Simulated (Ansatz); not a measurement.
Caution: the highest occupied level lies above zero, a sign of self-interaction error and of too few diffuse functions. Another site gives an ion 0.22 eV lower (`C=[C-]c1ccccc1`) at the level frozen-core CCSD(T)/aug-cc-pVDZ // B3LYP-D3(BJ)/def2-SVPD (Ansatz, a first-principles code).

A geometry relaxed with B3LYP-D3(BJ)/def2-SVPD (Ansatz), charge -1, multiplicity 1:

```xyz
15

H      2.1407     0.8644    -1.9181
C      2.2423    -0.9415    -0.7022
C      1.6351     0.2414    -1.1687
H     -0.1397    -1.9415     1.4602
C     -2.3577     1.2133     0.5848
H     -1.9216    -0.5740     1.5777
C     -1.5615     0.1571     0.8429
C      0.4103    -1.3516     0.7068
H     -3.3187     1.3295     1.0890
H     -0.0820     1.5515    -1.0479
H      3.2275    -1.1817    -1.1337
C      0.3891     0.6345    -0.6862
H     -2.0801     1.9903    -0.1312
C     -0.2504    -0.1742     0.2767
C      1.6730    -1.8101     0.2604
```

### Question
Write the SMILES of this molecule.

### Answer
`C=Cc1c[c-]ccc1`
